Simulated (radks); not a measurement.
Polarisability of the neon ion Ne7+, [He] 2s1, at imaginary frequency. Calculated with a radial shooting solver on a logarithmic mesh with Libxc functionals: scalar-relativistic Kohn-Sham, LDA (Slater exchange, Perdew-Wang correlation), spin-polarised, spherical densities, finite nucleus; open shells are filled with parallel spins first; Fermi nuclear charge, rms radius 3.0055 fm. Response by self-consistent Sternheimer equations with the Hartree and adiabatic LDA kernel, the relativistic mass of each level held fixed and spin-orbit coupling left out.

| w (hartree) | alpha1(iw) (bohr^3) | alpha2(iw) (bohr^5) |
|---|---|---|
| 0.00266 | 0.3985 | 0.03880 |
| 0.0143 | 0.3983 | 0.03880 |
| 0.0360 | 0.3973 | 0.03880 |
| 0.0697 | 0.3939 | 0.03880 |
| 0.118 | 0.3855 | 0.03878 |
| 0.186 | 0.3677 | 0.03875 |
| 0.280 | 0.3350 | 0.03869 |
| 0.413 | 0.2830 | 0.03856 |
| 0.605 | 0.2147 | 0.03829 |
| 0.892 | 0.1432 | 0.03770 |
| 1.35 | 0.08490 | 0.03638 |
| 2.12 | 0.04656 | 0.03330 |
| 3.59 | 0.02451 | 0.02634 |
| 6.94 | 0.01132 | 0.01408 |
| 17.5 | 0.003381 | 0.003242 |

Static values: alpha1 = 0.3985 bohr^3 (0.05906 angstrom^3; uncoupled 0.4660), alpha2 = 0.03880 bohr^5, alpha3 = 0.02699 bohr^7. C6 = 0.08131, C8 = 0.07710, triple-dipole C9 = 0.02337 atomic units. One-pole (London) frequency 4 C6 / (3 alpha1^2) = 0.683 hartree, against 8.278 for minus the highest occupied eigenvalue.
